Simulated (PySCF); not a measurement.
**Nb⁺ (niobium, charge +1) across methods**

[Kr] 4d4, high-spin 5D determinant. All numbers are calculated (PySCF 2.14, a scalar-relativistic core potential, in aug-cc-pVTZ-PP with ECP28MDF (6s6p5d3f2g, 88 functions)).

| method | E (hartree) | mean ε 4p α (eV) | mean ε 4p β (eV) | mean ε 4d α (eV) | Σ⟨r²⟩ (bohr²) | ⟨S²⟩ |
| --- | --- | --- | --- | --- | --- | --- |
| HSE06 | -56.3804 | -44.503 | -41.340 | -11.145 | 35.42 | 6.001 |
| UHF | -55.92938 | -52.717 | -46.470 | -14.560 | 34.47 | 6.004 |
| wB97X | -56.3603 | -46.961 | -44.004 | -13.358 | 34.64 | 6.001 |
| r2SCANh | -56.4004 | -43.996 | -40.694 | -10.764 | 34.82 | 6.002 |
| PBE | -56.3898 | -41.826 | -39.510 | -10.164 | 35.49 | 6.001 |
| LDA | -56.2250 | -42.073 | -39.836 | -10.401 | 36.17 | 6.000 |

Estimate the same row for PBE0.

E (hartree) = -56.3818; mean ε 4p α (eV) = -44.825; mean ε 4p β (eV) = -41.636; mean ε 4d α (eV) = -11.481; Σ⟨r²⟩ (bohr²) = 35.21; ⟨S²⟩ = 6.001.

Energies and moments cover only the electrons outside the core potential.
